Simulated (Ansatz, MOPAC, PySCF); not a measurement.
Breaking a bond: GaCl, singlet.

Computed with: UHF/3-21G = PySCF with unrestricted Hartree-Fock/3-21G; RHF/3-21G = restricted Hartree-Fock/3-21G (PySCF); PM7, restricted, heats of formation (MOPAC); UCCSDT(Q) = CCSDT(Q) on UHF/cc-pVTZ, cores with 3d frozen (Ansatz, an electronic-structure program).

Energies relative to the lowest point of each curve near equilibrium, in eV; the last columns give the difference from UCCSDT(Q):

```
R / Å  UHF/3-21G  RHF/3-21G    PM7  UCCSDT(Q)  UHF/3-21G − UCCSDT(Q)  RHF/3-21G − UCCSDT(Q)  PM7 − UCCSDT(Q)
-----  ---------  ---------  -----  ---------  ---------------------  ---------------------  ---------------
1.65       5.969      5.969  4.426      5.079                  0.890                  0.890           -0.653
1.77       3.287      3.287  2.418      2.572                  0.715                  0.715           -0.154
1.88       1.765      1.765  1.238      1.233                  0.531                  0.531            0.005
1.99       0.832      0.832  0.524      0.485                  0.347                  0.347            0.039
2.09       0.338      0.338  0.170      0.141                  0.198                  0.198            0.029
2.14       0.186      0.186  0.072      0.053                  0.132                  0.132            0.019
2.22       0.042      0.042  0.002      0.000                  0.042                  0.042            0.002
2.27       0.003      0.003  0.000      0.009                 -0.006                 -0.006           -0.009
2.34       0.000      0.000  0.040      0.061                 -0.061                 -0.061           -0.021
2.42       0.054      0.054  0.131      0.162                 -0.108                 -0.108           -0.031
2.56       0.246      0.246  0.362      0.408                 -0.163                 -0.163           -0.046
2.75       0.608      0.608  0.739      0.815                 -0.207                 -0.207           -0.076
2.99       1.107      1.107  1.209      1.358                 -0.251                 -0.251           -0.149
3.32       1.747      1.747  1.754      2.054                 -0.307                 -0.307           -0.301
3.60       2.222      2.222  2.118      2.567                 -0.345                 -0.345           -0.449
3.93       2.704      2.704  2.461      3.079                 -0.375                 -0.375           -0.618
4.41       3.282      3.282  2.845      3.671                 -0.389                 -0.389           -0.826
4.87       3.724      3.724  3.131          —                      —                      —                —
5.40       4.121      4.121  3.397          —                      —                      —                —
5.96       4.438      4.438  3.629          —                      —                      —                —
6.68       4.736      4.736  3.878          —                      —                      —                —
7.72       5.041      5.041  4.167          —                      —                      —                —
8.87           —      5.281  4.409          —                      —                      —                —
```

UHF/3-21G is furthest from UCCSDT(Q) at 1.65 (0.890 eV, above); its mean absolute difference over the points is 0.298 eV.

RHF/3-21G is furthest from UCCSDT(Q) at 1.65 (0.890 eV, above); its mean absolute difference over the points is 0.298 eV.

PM7 is furthest from UCCSDT(Q) at 4.41 (-0.826 eV, below); its mean absolute difference over the points is 0.201 eV.

Dashes: no converged value, or the column stops at the first point that the program doubted or that broke a chosen test of continuity, which isn't proof of a fault.

The restricted form behind RHF/3-21G, PM7 keeps the bonding electrons paired and can't separate into open-shell fragments. The unrestricted determinant behind UCCSDT(Q) is spin-contaminated at 4.87 to 8.87 Å (<S²> up to 1.0, against 0.00 for a pure singlet).
